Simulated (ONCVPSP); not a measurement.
# gallium: one change to an ONCV potential, before and after

```
Element                 : gallium (Ga)
Generator               : ONCVPSP 4.0.1
Type                    : optimised norm-conserving Vanderbilt (ONCV)
Functional              : PBE
Relativity              : scalar-relativistic
Frozen core             : [Ne]
Valence charge          : 21
Reference configuration : 3s2 3p6 3d10 4s2 4p1
Partial waves           : 3s+4s: rc 1.00 bohr, ncon 3, nbas 6, qcut 12.2 1/bohr, 2 projectors; 3p+4p: rc 0.95 bohr, ncon 4, nbas 7, qcut 17.2 1/bohr, 2 projectors; 3d: rc 1.30 bohr, ncon 4, nbas 9, qcut 10.7 1/bohr, 2 projectors, debl 1.2 Ha
Local potential         : polynomial inside 0.70 bohr (lpopt 4, dvloc0 3 Ha)
Core correction         : polynomial model core, fcfact 0.55
```

Change: s: qcut 9.1; p: qcut 12.9; d: qcut 8.

Cutoffs: the cutoffs (Ha) at which the residual kinetic energy of the hardest occupied pseudo-wave falls to 1 and 0.1 mHa per electron; they do not see the model core or the augmentation charge, which bear on the density cutoff. Errors are all-electron minus pseudo energies relative to the spin-unpolarised reference configuration.

Task: Predict the effect on cutoff, ghosts and configuration errors.

Result: The potential gets harder (55 Ha and 76 Ha → 180 Ha and 232 Ha); of the 3 tests that both files solve, the error grows in 2 and shrinks in 0 by more than 15 % and 0.3 meV (median size 0.4 → 1.2 meV); neither file shows a bound ghost.

| quantity | base | changed |
| --- | --- | --- |
| cutoff, loose | 55 Ha | 180 Ha |
| cutoff, tight | 76 Ha | 232 Ha |
| loose cutoff by channel | s 54 Ha, p 55 Ha, d 52 Ha | s 35 Ha, p 56 Ha, d 180 Ha |
| bound ghosts | none | none |
| GHOST(+) flags under 300 eV | none | none |
| tests with a reliable result | 3 of 4 | 3 of 4 |
| error for 3s2 3p6 3d10 4s2 4p0, meV [ΔE 5.69 eV] | -0.2 | -0.2 |
| error for 3s2 3p6 3d10 4s1 4p0, meV [ΔE 26.82 eV] | -0.4 | -1.2 |
| error for 3s2 3p6 3d10 4s0 4p3, meV [ΔE 13.37 eV] | -0.7 | -3.6 |
| s: phases at 1.01 bohr within 0.05 rad from the reference energy up to (Ha; the scan ends near 5) | to the end of the scan | to the end of the scan |
| p: phases at 0.97 bohr within 0.05 rad from the reference energy up to (Ha; the scan ends near 5) | to the end of the scan | to the end of the scan |
| d: phases at 1.32 bohr within 0.05 rad from the reference energy up to (Ha; the scan ends near 5) | to the end of the scan | to the end of the scan |
| rms error of d²Exc/dni dnj with the model core, mHa | 0.83 | 1.69 |
